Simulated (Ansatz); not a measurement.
Energy profile

The step: C₂H₈Ge ([CH3][GeH2][CH3]) → C₂H₆Ge ([CH3][Ge][CH3]) + H₂; bonds formed: H2–H3; bonds broken: Ge1–H2, Ge1–H3 (atoms numbered as in the saddle structure below).

```
11
angstrom
Ge -0.6510 -0.4378 0.3119
H -0.5946 -1.9866 0.0092
H 0.3778 -1.5995 -0.5031
C 0.8557 0.1436 1.4491
C -0.8084 0.6287 -1.3431
H 0.4861 0.8775 2.1663
H 1.6607 0.5898 0.8664
H 1.2434 -0.7103 2.0054
H -1.2255 0.0095 -2.1378
H -1.4959 1.4552 -1.1592
H 0.1519 1.0298 -1.6651
```

Electronic energies by CCSD(T) at an estimated basis limit (MP2 extrapolated from triple and quadruple zeta, plus CCSD(T) − MP2 in triple zeta), on PBE0-D4/def2-TZVP structures; C2H8Ge, singlet; no counterpoise correction. Computed with Ansatz 0.2.0 (basis: def2-TZVPP and def2-QZVPP); correlated methods freeze the cores. Filled d shells of the heavier atoms are correlated. The def2 sets are not built for correlating such inner shells, so the correlated values are less sure here. Extrapolation: Hartree–Fock as exp(−7.88 √X), correlation as X^−2.97.

Q: Give the profile in kcal/mol, counted from the start structure. (An estimate is asked for; the value comes from the calculation.)

A: Computed:
```json
{"point": "start structure", "kcal/mol": "0.00"}
{"point": "saddle", "kcal/mol": "57.85"}
{"point": "end structure", "kcal/mol": "41.26"}
{"point": "separated: C2H6Ge (linked as [CH3][Ge][CH3]; Ge1, C4, C5, H6, H7, H8, H9, H10, H11; singlet) + H2 (H2, H3; singlet)", "kcal/mol": "41.98"}
```

T1 diagnostic: at most 0.011. The restricted Hartree–Fock reference is unstable towards an unrestricted one at one or more of these structures.

Losses and insertions of silylenes and their heavier kin drive the gas-phase chemistry of silicon and germanium vapour deposition.

For scale, one of the runs: CCSD(T)/def2-TZVPP, 222 basis functions (an equivalent command: `ansatz run in.yaml --threads 4`). The run took 90 s on 4 CPU threads (shared host), with 3.5 GiB of host memory at its peak.
